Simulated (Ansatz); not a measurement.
**Molecular dynamics of ClFH7N3Si**

input.yaml

```yaml
crystal:
  periodic: [false, false, false]
  atoms:
    - { symbol: Si, position_ang: [0.13618, -0.295042, -0.229843] }
    - { symbol: F, position_ang: [-0.223291, 0.097014, 1.807448] }
    - { symbol: "N", position_ang: [1.761856, 0.049765, -0.59333] }
    - { symbol: H, position_ang: [2.517023, -0.584094, -0.372817] }
    - { symbol: H, position_ang: [1.998656, 0.800958, -1.229429] }
    - { symbol: "N", position_ang: [-0.620981, 1.205725, -0.628411] }
    - { symbol: H, position_ang: [-1.620686, 1.292134, -0.48048] }
    - { symbol: H, position_ang: [-0.159722, 2.066147, -0.353471] }
    - { symbol: "N", position_ang: [-1.009862, -1.403668, -0.823878] }
    - { symbol: H, position_ang: [-0.939927, -2.399121, -0.665972] }
    - { symbol: H, position_ang: [-1.666115, -1.124821, -1.542851] }
    - { symbol: Cl, position_ang: [0.980529, -2.127454, 1.140028] }
    - { symbol: H, position_ang: [0.213741, -0.772045, 2.014106] }
basis:
  gaussian: { orbitals: def2-SVP }
hamiltonian:
  xc: pbe0
md:
  timestep: 0.5
  n_steps: 200
  ensemble: nve
  temperature: 300.0
  initial_velocities: maxwell_boltzmann
  seed: 5815
```

Command:

```bash
$ ansatz run input.yaml --threads 4 --pin off --max-ram 5120MiB --backend cpu --events-out ev --progress --plain --runs-dir out
```

It starts at the highest image of a converged band, a first-order saddle point between two minima.

Output, in part (one step line in 3, the closing report, with atoms numbered from 0):

```
md step     0: t =     0.00 fs  T =   300.0 K  F+E_penalty+E_count = -27677.53663419 eV  E_kin = 0.426558 eV  conserved = -27677.11007619 eV  (27 SCF iters)
md step     3: t =     1.50 fs  T =   247.6 K  F+E_penalty+E_count = -27677.46030456 eV  E_kin = 0.352058 eV  conserved = -27677.10824678 eV  (30 SCF iters)
md step     6: t =     3.00 fs  T =   217.8 K  F+E_penalty+E_count = -27677.41786888 eV  E_kin = 0.309613 eV  conserved = -27677.10825558 eV  (29 SCF iters)
md step     9: t =     4.50 fs  T =   217.9 K  F+E_penalty+E_count = -27677.41933095 eV  E_kin = 0.309789 eV  conserved = -27677.10954176 eV  (29 SCF iters)
md step    12: t =     6.00 fs  T =   157.1 K  F+E_penalty+E_count = -27677.33162739 eV  E_kin = 0.223437 eV  conserved = -27677.10819079 eV  (29 SCF iters)
md step    15: t =     7.50 fs  T =   129.2 K  F+E_penalty+E_count = -27677.29184393 eV  E_kin = 0.183745 eV  conserved = -27677.10809886 eV  (29 SCF iters)
md step    18: t =     9.00 fs  T =   145.9 K  F+E_penalty+E_count = -27677.31670381 eV  E_kin = 0.207417 eV  conserved = -27677.10928704 eV  (28 SCF iters)
md step    21: t =    10.50 fs  T =   124.7 K  F+E_penalty+E_count = -27677.28566598 eV  E_kin = 0.177322 eV  conserved = -27677.10834411 eV  (29 SCF iters)
md step    24: t =    12.00 fs  T =   131.7 K  F+E_penalty+E_count = -27677.29552378 eV  E_kin = 0.187257 eV  conserved = -27677.10826724 eV  (29 SCF iters)
md step    27: t =    13.50 fs  T =   165.2 K  F+E_penalty+E_count = -27677.34446399 eV  E_kin = 0.234872 eV  conserved = -27677.10959170 eV  (29 SCF iters)
md step    30: t =    15.00 fs  T =   135.3 K  F+E_penalty+E_count = -27677.30045011 eV  E_kin = 0.192320 eV  conserved = -27677.10813049 eV  (30 SCF iters)
md step    33: t =    16.50 fs  T =   142.1 K  F+E_penalty+E_count = -27677.31019125 eV  E_kin = 0.202116 eV  conserved = -27677.10807522 eV  (30 SCF iters)
md step    36: t =    18.00 fs  T =   187.1 K  F+E_penalty+E_count = -27677.37585483 eV  E_kin = 0.266022 eV  conserved = -27677.10983328 eV  (29 SCF iters)
md step    39: t =    19.50 fs  T =   145.8 K  F+E_penalty+E_count = -27677.31583253 eV  E_kin = 0.207316 eV  conserved = -27677.10851687 eV  (29 SCF iters)
md step    42: t =    21.00 fs  T =   115.6 K  F+E_penalty+E_count = -27677.27222385 eV  E_kin = 0.164387 eV  conserved = -27677.10783720 eV  (29 SCF iters)
md step    45: t =    22.50 fs  T =   141.6 K  F+E_penalty+E_count = -27677.31113980 eV  E_kin = 0.201376 eV  conserved = -27677.10976426 eV  (28 SCF iters)
md step    48: t =    24.00 fs  T =    92.9 K  F+E_penalty+E_count = -27677.24056097 eV  E_kin = 0.132160 eV  conserved = -27677.10840051 eV  (30 SCF iters)
md step    51: t =    25.50 fs  T =    60.5 K  F+E_penalty+E_count = -27677.19368370 eV  E_kin = 0.086040 eV  conserved = -27677.10764407 eV  (25 SCF iters)
md step    54: t =    27.00 fs  T =   103.9 K  F+E_penalty+E_count = -27677.25692553 eV  E_kin = 0.147707 eV  conserved = -27677.10921806 eV  (31 SCF iters)
md step    57: t =    28.50 fs  T =   111.2 K  F+E_penalty+E_count = -27677.26689865 eV  E_kin = 0.158135 eV  conserved = -27677.10876394 eV  (31 SCF iters)
md step    60: t =    30.00 fs  T =   115.9 K  F+E_penalty+E_count = -27677.27279642 eV  E_kin = 0.164777 eV  conserved = -27677.10801912 eV  (30 SCF iters)
md step    63: t =    31.50 fs  T =   164.3 K  F+E_penalty+E_count = -27677.34317648 eV  E_kin = 0.233631 eV  conserved = -27677.10954567 eV  (29 SCF iters)
md step    66: t =    33.00 fs  T =   154.9 K  F+E_penalty+E_count = -27677.32897947 eV  E_kin = 0.220286 eV  conserved = -27677.10869352 eV  (30 SCF iters)
md step    69: t =    34.50 fs  T =   140.1 K  F+E_penalty+E_count = -27677.30737525 eV  E_kin = 0.199230 eV  conserved = -27677.10814528 eV  (30 SCF iters)
md step    72: t =    36.00 fs  T =   160.6 K  F+E_penalty+E_count = -27677.33772848 eV  E_kin = 0.228396 eV  conserved = -27677.10933247 eV  (29 SCF iters)
md step    75: t =    37.50 fs  T =   132.5 K  F+E_penalty+E_count = -27677.29712005 eV  E_kin = 0.188367 eV  conserved = -27677.10875301 eV  (30 SCF iters)
md step    78: t =    39.00 fs  T =   108.1 K  F+E_penalty+E_count = -27677.26139492 eV  E_kin = 0.153748 eV  conserved = -27677.10764678 eV  (29 SCF iters)
md step    81: t =    40.50 fs  T =   153.8 K  F+E_penalty+E_count = -27677.32841200 eV  E_kin = 0.218712 eV  conserved = -27677.10970049 eV  (29 SCF iters)
md step    84: t =    42.00 fs  T =   137.6 K  F+E_penalty+E_count = -27677.30420071 eV  E_kin = 0.195701 eV  conserved = -27677.10850014 eV  (30 SCF iters)
md step    87: t =    43.50 fs  T =   133.9 K  F+E_penalty+E_count = -27677.29823580 eV  E_kin = 0.190435 eV  conserved = -27677.10780048 eV  (30 SCF iters)
md step    90: t =    45.00 fs  T =   196.4 K  F+E_penalty+E_count = -27677.38881232 eV  E_kin = 0.279324 eV  conserved = -27677.10948839 eV  (29 SCF iters)
md step    93: t =    46.50 fs  T =   198.2 K  F+E_penalty+E_count = -27677.39099449 eV  E_kin = 0.281852 eV  conserved = -27677.10914213 eV  (29 SCF iters)
md step    96: t =    48.00 fs  T =   173.3 K  F+E_penalty+E_count = -27677.35390171 eV  E_kin = 0.246378 eV  conserved = -27677.10752322 eV  (24 SCF iters)
md step    99: t =    49.50 fs  T =   227.1 K  F+E_penalty+E_count = -27677.43254400 eV  E_kin = 0.322951 eV  conserved = -27677.10959335 eV  (29 SCF iters)
md step   102: t =    51.00 fs  T =   219.4 K  F+E_penalty+E_count = -27677.42121989 eV  E_kin = 0.311975 eV  conserved = -27677.10924527 eV  (29 SCF iters)
md step   105: t =    52.50 fs  T =   169.6 K  F+E_penalty+E_count = -27677.34874217 eV  E_kin = 0.241202 eV  conserved = -27677.10754054 eV  (30 SCF iters)
md step   108: t =    54.00 fs  T =   200.4 K  F+E_penalty+E_count = -27677.39407007 eV  E_kin = 0.284936 eV  conserved = -27677.10913427 eV  (29 SCF iters)
md step   111: t =    55.50 fs  T =   199.2 K  F+E_penalty+E_count = -27677.39275424 eV  E_kin = 0.283267 eV  conserved = -27677.10948752 eV  (29 SCF iters)
md step   114: t =    57.00 fs  T =   146.4 K  F+E_penalty+E_count = -27677.31555089 eV  E_kin = 0.208110 eV  conserved = -27677.10744125 eV  (29 SCF iters)
md step   117: t =    58.50 fs  T =   180.8 K  F+E_penalty+E_count = -27677.36599950 eV  E_kin = 0.257068 eV  conserved = -27677.10893189 eV  (28 SCF iters)
md step   120: t =    60.00 fs  T =   205.9 K  F+E_penalty+E_count = -27677.40209277 eV  E_kin = 0.292720 eV  conserved = -27677.10937254 eV  (29 SCF iters)
md step   123: t =    61.50 fs  T =   183.4 K  F+E_penalty+E_count = -27677.36850664 eV  E_kin = 0.260707 eV  conserved = -27677.10779952 eV  (29 SCF iters)
md step   126: t =    63.00 fs  T =   230.1 K  F+E_penalty+E_count = -27677.43574867 eV  E_kin = 0.327145 eV  conserved = -27677.10860341 eV  (29 SCF iters)
md step   129: t =    64.50 fs  T =   281.2 K  F+E_penalty+E_count = -27677.50972488 eV  E_kin = 0.399802 eV  conserved = -27677.10992335 eV  (29 SCF iters)
md step   132: t =    66.00 fs  T =   247.2 K  F+E_penalty+E_count = -27677.45947413 eV  E_kin = 0.351496 eV  conserved = -27677.10797764 eV  (29 SCF iters)
md step   135: t =    67.50 fs  T =   254.2 K  F+E_penalty+E_count = -27677.47012930 eV  E_kin = 0.361375 eV  conserved = -27677.10875419 eV  (29 SCF iters)
md step   138: t =    69.00 fs  T =   259.7 K  F+E_penalty+E_count = -27677.47873070 eV  E_kin = 0.369271 eV  conserved = -27677.10945947 eV  (29 SCF iters)
md step   141: t =    70.50 fs  T =   209.3 K  F+E_penalty+E_count = -27677.40579856 eV  E_kin = 0.297640 eV  conserved = -27677.10815821 eV  (28 SCF iters)
md step   144: t =    72.00 fs  T =   204.9 K  F+E_penalty+E_count = -27677.39944879 eV  E_kin = 0.291304 eV  conserved = -27677.10814463 eV  (29 SCF iters)
md step   147: t =    73.50 fs  T =   239.5 K  F+E_penalty+E_count = -27677.45030772 eV  E_kin = 0.340563 eV  conserved = -27677.10974515 eV  (29 SCF iters)
md step   150: t =    75.00 fs  T =   211.2 K  F+E_penalty+E_count = -27677.40830506 eV  E_kin = 0.300255 eV  conserved = -27677.10804958 eV  (29 SCF iters)
md step   153: t =    76.50 fs  T =   227.9 K  F+E_penalty+E_count = -27677.43239996 eV  E_kin = 0.324008 eV  conserved = -27677.10839187 eV  (29 SCF iters)
md step   156: t =    78.00 fs  T =   272.8 K  F+E_penalty+E_count = -27677.49741526 eV  E_kin = 0.387871 eV  conserved = -27677.10954404 eV  (29 SCF iters)
md step   159: t =    79.50 fs  T =   257.8 K  F+E_penalty+E_count = -27677.47496984 eV  E_kin = 0.366554 eV  conserved = -27677.10841609 eV  (29 SCF iters)
md step   162: t =    81.00 fs  T =   268.6 K  F+E_penalty+E_count = -27677.49005026 eV  E_kin = 0.381979 eV  conserved = -27677.10807159 eV  (30 SCF iters)
md step   165: t =    82.50 fs  T =   320.2 K  F+E_penalty+E_count = -27677.56519478 eV  E_kin = 0.455253 eV  conserved = -27677.10994212 eV  (29 SCF iters)
md step   168: t =    84.00 fs  T =   292.6 K  F+E_penalty+E_count = -27677.52435233 eV  E_kin = 0.416062 eV  conserved = -27677.10829057 eV  (29 SCF iters)
md step   171: t =    85.50 fs  T =   292.8 K  F+E_penalty+E_count = -27677.52453241 eV  E_kin = 0.416338 eV  conserved = -27677.10819432 eV  (30 SCF iters)
md step   174: t =    87.00 fs  T =   332.7 K  F+E_penalty+E_count = -27677.58276952 eV  E_kin = 0.473083 eV  conserved = -27677.10968678 eV  (30 SCF iters)
md step   177: t =    88.50 fs  T =   303.5 K  F+E_penalty+E_count = -27677.53993861 eV  E_kin = 0.431505 eV  conserved = -27677.10843353 eV  (30 SCF iters)
md step   180: t =    90.00 fs  T =   300.8 K  F+E_penalty+E_count = -27677.53548004 eV  E_kin = 0.427740 eV  conserved = -27677.10774047 eV  (25 SCF iters)
md step   183: t =    91.50 fs  T =   366.0 K  F+E_penalty+E_count = -27677.63028554 eV  E_kin = 0.520420 eV  conserved = -27677.10986562 eV  (30 SCF iters)
md step   186: t =    93.00 fs  T =   359.7 K  F+E_penalty+E_count = -27677.61978410 eV  E_kin = 0.511439 eV  conserved = -27677.10834485 eV  (30 SCF iters)
md step   189: t =    94.50 fs  T =   381.1 K  F+E_penalty+E_count = -27677.64981770 eV  E_kin = 0.541939 eV  conserved = -27677.10787860 eV  (29 SCF iters)
md step   192: t =    96.00 fs  T =   463.1 K  F+E_penalty+E_count = -27677.76832414 eV  E_kin = 0.658439 eV  conserved = -27677.10988505 eV  (30 SCF iters)
md step   195: t =    97.50 fs  T =   462.9 K  F+E_penalty+E_count = -27677.76686575 eV  E_kin = 0.658221 eV  conserved = -27677.10864473 eV  (28 SCF iters)
md step   198: t =    99.00 fs  T =   470.6 K  F+E_penalty+E_count = -27677.77692958 eV  E_kin = 0.669134 eV  conserved = -27677.10779536 eV  (30 SCF iters)
md step   200: t =   100.00 fs  T =   520.5 K  F+E_penalty+E_count = -27677.84954556 eV  E_kin = 0.740119 eV  conserved = -27677.10942668 eV  (27 SCF iters)
Total energy: -27677.84957326 eV, -1017.1422110972 hartree
Atom 0 at     0.265559    -0.462185    -0.340712 Å, force    -0.432637     0.028772    -0.905377 eV/Å
Atom 1 at    -0.447048     0.220914     2.252498 Å, force    -0.571969     0.946975     0.496871 eV/Å
Atom 2 at     1.852688    -0.041950    -0.872352 Å, force     0.099604     0.371572    -1.027155 eV/Å
Atom 3 at     2.563966    -0.745567    -1.078566 Å, force    -0.275701     0.168416     0.274903 eV/Å
Atom 4 at     1.912168     0.719237    -1.569326 Å, force    -0.071862    -0.554008     0.496676 eV/Å
Atom 5 at    -0.529107     1.072806    -0.360522 Å, force     0.290534     0.101600     0.285033 eV/Å
Atom 6 at    -1.448885     1.070352     0.079084 Å, force     0.178907     0.101007    -0.079090 eV/Å
Atom 7 at    -0.016771     1.925168    -0.099239 Å, force    -0.253349    -0.588512    -0.002993 eV/Å
Atom 8 at    -1.001168    -1.460259    -1.000361 Å, force     0.482113    -0.550979    -0.232871 eV/Å
Atom 9 at    -0.897696    -2.489297    -0.994342 Å, force    -0.117095     0.920907     0.027322 eV/Å
Atom 10 at    -1.560103    -1.138783    -1.794098 Å, force     0.255950    -0.041428     0.310783 eV/Å
Atom 11 at     0.919411    -1.934082     1.079392 Å, force     0.037047    -0.115057     0.244448 eV/Å
Atom 12 at    -0.107457    -0.633007     2.266062 Å, force     0.378457    -0.789265     0.111449 eV/Å
Dipole moment:     0.015831     0.017342    -0.540084 e Å
```

The run went to its last step. The conserved energy stayed within 0.21 meV per atom of its start (net change 0.05 meV per atom), so the integration is sound. A run of 0.1 ps of so small a system gives no equilibrium averages. The orbitals stay closed-shell, which can raise the energy where a bond breaks towards radicals; this wasn't checked here.

Between its relaxed ends the band would form Si1–Cl12, F2–H13 and break Si1–F2, Cl12–H13. These pairs go: Si1–Cl12 2.44 → 2.15 Å, F2–H13 0.99 → 0.92 Å, Si1–F2 2.11 → 2.77 Å, Cl12–H13 1.79 → 2.04 Å. In the last frame they stand as after the step (other bonds may differ from the relaxed reactants and products). It ends as ClH6N3Si + FH. Pairs count as bonded within 1.25 times the sum of covalent radii (0.12 Å more for H–H).

Last frame:

```xyz
13
Properties=species:S:1:pos:R:3
Si 0.266 -0.462 -0.341
F -0.447 0.221 2.252
N 1.853 -0.042 -0.872
H 2.564 -0.746 -1.079
H 1.912 0.719 -1.569
N -0.529 1.073 -0.360
H -1.449 1.070 0.079
H -0.017 1.925 -0.099
N -1.001 -1.460 -1.000
H -0.898 -2.489 -0.994
H -1.560 -1.139 -1.794
Cl 0.919 -1.934 1.079
H -0.107 -0.633 2.266
```

The run took 4.3 min on 4 threads of Intel(R) Xeon(R) 6975P-C (Granite Rapids), with other jobs on the host, peak memory 0.34 GiB.
